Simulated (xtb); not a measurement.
Species: HCl3Sn, SMILES `[Cl][SnH]([Cl])[Cl]` (charge 0, multiplicity 1).

Question: Give a relaxed geometry from GFN2-xTB in xtb.

Answer: the end point of this relaxation (outside a Z-matrix the atoms follow the SMILES, hydrogens last).
Z-matrix (Å, degrees):
```
Sn
H 1 1.7418
Cl 1 2.3027 2 112.21
Cl 1 2.3027 2 112.20 3 120.00
Cl 1 2.3027 2 112.20 4 119.99
```
